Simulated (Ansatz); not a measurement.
Basis-set series for CF3NOZr, SMILES `O=C=[N][Zr]([F])([F])[F]`. The species carries charge 0 and has multiplicity 1. Zr takes the def2 core potential. The structure was optimised at the PBE0-D4/def2-TZVP level. It is one conformer, not always the lowest.

```csv
functional,basis,functions,energy (Eh),HOMO (eV),LUMO (eV)
PBE0-D4,def2-TZVPP,242,-514.72916,-9.37,-1.77
PBE0-D4,def2-QZVPP,423,-514.75713,-9.38,-1.77
ωB97M-V,def2-TZVPP,242,-515.01689,-11.58,0.22
ωB97M-V,def2-QZVPP,423,-515.04283,-11.60,0.13
```

(1) Give the rows for def2-SVP. (An estimate is asked.)

Results:

(1) The calculation gave: 
```
functional     basis  functions  energy (Eh)  HOMO (eV)  LUMO (eV)
   PBE0-D4  def2-SVP        115   -514.15433      -9.29      -1.71
   ωB97M-V  def2-SVP        115   -514.42964     -11.47       0.41
```

Positive LUMOs are unbound and depend on the basis.

All numbers were calculated with Ansatz.
